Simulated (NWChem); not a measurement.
**Total energies of ClLi**

```
Li
Cl 1 2.0007
```
Charge 0, spin multiplicity 1.

The numbers come from NWChem runs, not from measurements. The geometry was optimised at B3LYP/def2-SVP, a minimum by its harmonic frequencies.

Basis set: cc-pVQZ (114 functions).

```
method   total energy (Ha)  relative cost
-------  -----------------  -------------
RHF             -467.05504              1
MP2             -467.29511        under 3
B2PLYP          -467.69049        under 3
PBE             -467.60650        under 3
B3LYP           -467.84584        under 3
TPSS            -467.84465        under 3
CCSD(T)         -467.32330             70
```

Total energies of different functionals aren't comparable as a measure of quality: only differences taken within one method are. Relative cost: rough, from shared machines, SCF included, RHF = 1.

The correlated methods keep 5 core orbitals frozen. B3LYP has NWChem's definition, with VWN1-RPA local correlation. The structure started from a generated list of species. No row is a measurement; the coupled-cluster row has its own basis-set and correlation limits.
